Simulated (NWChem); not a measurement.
Molecule: C5H3Cl; SMILES C#CC=C=CCl

Problem. Give the equilibrium geometry at PBE-D3(BJ)/def2-SVP (NWChem) as an XYZ file, with the point group.

Solution. point group C1; any orientation.
```
9

C      0.8314     3.3404    -0.1867
C      0.1201     2.3811     0.0899
C     -0.7297     1.2935     0.4402
C     -0.6387     0.0657    -0.0648
C     -0.5674    -1.1475    -0.5619
Cl     0.4013    -2.4252     0.1444
H      1.4657     4.1790    -0.4375
H     -1.5227     1.5003     1.1879
H     -1.1126    -1.4598    -1.4682
```
